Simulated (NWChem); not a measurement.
CH3BiF2O; SMILES C[O][Bi]([F])[F]

```xyz
8

Bi     0.0004     0.4370     0.1634
F     -1.4804     0.2033    -1.2041
F      1.4760     0.2037    -1.2098
O      0.0019    -1.5155     0.8132
C     -0.0003    -2.5881    -0.0988
H      0.0013    -3.5264     0.4796
H     -0.8954    -2.5815    -0.7457
H      0.8915    -2.5812    -0.7502
```
Atoms are numbered in this order, from 1.

Level: PBE0/def2-SVP with def2 effective core potentials on Bi (NWChem), optimised geometry, unscaled harmonic frequencies. def2 effective core potentials on Bi; no spin-orbit coupling.

### Question
List the harmonic frequencies with IR intensities, and the thermochemistry.

### Answer
```
frequency (cm⁻¹)  IR intensity (km/mol)
----------------  ---------------------
34                                  3.3
79                                  3.3
121                                15.3
178                                 7.9
195                                13.8
271                                12.5
531                                61.8
583                                70.9
594                                44.1
1120                              204.7
1171                                0.3
1177                                2.7
1455                               17.3
1460                                6.6
1484                               11.4
3020                               69.3
3107                               26.4
3128                               19.3
```

* **zero-point energy**: 28.2 kcal/mol
* **thermal correction to the enthalpy at 298.15 K (with zero-point energy)**: 33.4 kcal/mol
* **heat capacity Cv**: 21.5 cal/(mol K)
* **entropy at 298.15 K and 1 atm (symmetry number 1)**: 90.8 cal/(mol K)

Rigid rotor and harmonic oscillator; modes under 100 cm⁻¹ make the entropy uncertain.
